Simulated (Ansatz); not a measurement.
Ligand exchange: GaH2Br + AgF → GaH2F + AgBr

Species: GaH2Br `[GaH2][Br]`, singlet; AgF, singlet; GaH2F `[F][GaH2]`, singlet; AgBr, singlet. The partners trade Br for F: Ga–Br and Ag–F bonds give way to Ga–F and Ag–Br.

Shapes, held fixed at every level: PBE0-D4/def2-TZVP. Programs: Ansatz 0.2.0. The zero-point and thermal change to 298 K, harmonic and unscaled (PBE0-D4/def2-TZVP), is +1.0 kJ/mol.

| level | kind | ΔH(298 K) (kJ/mol) | less CCSD(T)/def2-TZVPP |
| --- | --- | --- | --- |
| HF/def2-TZVPP | Hartree–Fock | -119.5 | -8.8 |
| PBE-D4/def2-TZVPP | GGA | -98.5 | +12.2 |
| r2SCAN-D4/def2-TZVPP | meta-GGA | -105.3 | +5.4 |
| wB97M-V/def2-TZVPP | range-separated hybrid | -106.8 | +3.9 |
| MP2/def2-SVP | perturbation theory | -129.3 | -18.6 |
| MP2/def2-TZVPP | perturbation theory | -115.9 | -5.2 |
| CCSD/def2-SVP | coupled cluster or CI | -123.1 | -12.4 |
| CCSD(T)/def2-TZVPP | coupled cluster or CI | -110.7 | 0.0 |

The highest level, CCSD(T)/def2-TZVPP, gives ΔH(298 K) = -110.7 kJ/mol; the levels span -129.3 to -98.5. The column of differences is taken from that level and isn't an error. No measured value is set beside it here. For atoms past krypton def2 sets carry core potentials with scalar relativity. Relativity is left out for Br, Ga. Outer-core shells of Ag, Br, Ga are correlated, in sets that cover them unevenly.
